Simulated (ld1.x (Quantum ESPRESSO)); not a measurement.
## u(r) = r·R(r): atom against pseudo-atom (Si)

Columns: radius, all-electron u(r) and pseudo u(r) of the 3p shell (level -4.08 eV) of silicon in the configuration [Ne] 3s2 3p2; PBE, scalar-relativistic, TM scheme, ld1.x (Quantum ESPRESSO) 7.5.

```
r (bohr)  all-electron   pseudo
   0.110        0.1148  -0.0044
   0.220        0.2285  -0.0175
   0.330        0.2584  -0.0389
   0.440        0.2215  -0.0681
   0.550        0.1456  -0.1043
   0.660        0.0515  -0.1467
   0.770       -0.0475  -0.1940
   0.880       -0.1437  -0.2449
   0.990       -0.2327  -0.2978
   1.100       -0.3123  -0.3512
   1.210       -0.3818  -0.4031
   1.320       -0.4415  -0.4519
   1.430       -0.4919  -0.4960
   1.540       -0.5330  -0.5341
   1.650       -0.5654  -0.5655
   1.760       -0.5899  -0.5897
   1.870       -0.6071  -0.6070
   1.980       -0.6180  -0.6179
   2.090       -0.6232  -0.6232
   2.200       -0.6237  -0.6237
   2.310       -0.6200  -0.6200
   2.420       -0.6129  -0.6129
   2.530       -0.6029  -0.6029
   2.640       -0.5906  -0.5906
   2.750       -0.5764  -0.5764
   2.860       -0.5608  -0.5608
```

Problem. How many radial nodes do the two functions have?

Solution. The all-electron 3p function has n − l − 1 = 1; the pseudo-wave has 0, since the states of the same l below it are removed with the core.

Problem. Is the pseudo-wave norm-conserving?

Solution. Yes: the TM scheme keeps the norm inside the radius equal to the all-electron one, which fixes the energy derivative of the logarithmic derivative at the level.
